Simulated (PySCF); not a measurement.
Exercise with solution: oscillator strength and radiative lifetime

C4H10OSi, SMILES CCC([SiH2]O)=C.

Coordinates come from a B3LYP-D3(BJ)/def2-SVP optimisation. The structure was generated by enumeration, and PubChem lists no compound with its InChIKey, so it may never have been made. One conformer was computed; it need not be the lowest.

PySCF with TDA-PBE/def2-SVPD puts the first singlet state with f over 0.02 at 6.50 eV (vertical), with the transition dipole (-0.232, -0.300, -0.403) in atomic units.

### Question
Find the oscillator strength, the wavelength and the radiative lifetime that this transition would have in vacuum if emission retraced absorption.

### Answer

|μ|² = 0.3062 au, so |μ| = 1.41 D. ΔE = 6.50/27.211 = 0.2389 hartree. f = (2/3) ΔE |μ|² = 0.049 (the program prints 0.049).
λ = 1239.84/6.50 = 191 nm; ν = 52426 cm⁻¹.
Einstein's coefficient A = 0.6670 ν² f s⁻¹ (ν in cm⁻¹) = 8.9e7 s⁻¹, so τ = 1/A = 11 ns. This state is S5; the lower singlets have f = 0.006, 0.008, 0.004, 0.004. The figure is the radiative limit of this one transition; relaxation, internal conversion, crossing to triplets and a medium change what is measured.
